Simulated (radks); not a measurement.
Results of a calculation; reference values are marked as such.
Task: These are the eigenvalues of the occupied orbitals of an atom or ion with whole-number occupations (Ry). Code: a radial shooting solver on a logarithmic mesh with Libxc functionals. Model: scalar-relativistic Kohn-Sham, BLYP, spin-polarised, spherical densities, point nucleus.

| orbital | eigenvalue |
|---|---|
| 1s up | -3682.990 |
| 1s down | -3682.990 |
| 2s up | -608.0279 |
| 2s down | -608.0220 |
| 2p up | -541.0647 |
| 2p down | -541.0604 |
| 3s up | -134.7804 |
| 3s down | -134.5894 |
| 3p up | -114.0410 |
| 3p down | -113.8509 |
| 3d up | -86.64656 |
| 3d down | -86.49946 |
| 4s up | -27.25506 |
| 4s down | -26.80265 |
| 4p up | -20.41915 |
| 4p down | -19.97185 |
| 4d up | -10.96685 |
| 4d down | -10.52775 |
| 5s up | -3.71817 |
| 5s down | -3.48240 |
| 5p up | -2.04777 |
| 5p down | -1.86488 |
| 4f up | -0.74435 |
| 6s up | -0.30542 |
| 6s down | -0.27053 |
| 5d up | -0.20105 |

Which element is it, and in what charge state? The configuration may be excited. Open shells, if any, are filled with parallel spins first.

Result: Z = 64, gadolinium, charge 0: Gd in [Xe] 4f7 5d1 6s2. The list shows which subshells hold electrons but not how many an open one holds; the 1s level, -1841.5 hartree, gives Z - s = 60.7 by -(Z - s)^2/2, which with screening and relativity narrows Z to a few neighbours, and the depths of the outer levels then fix element, charge and occupations together.
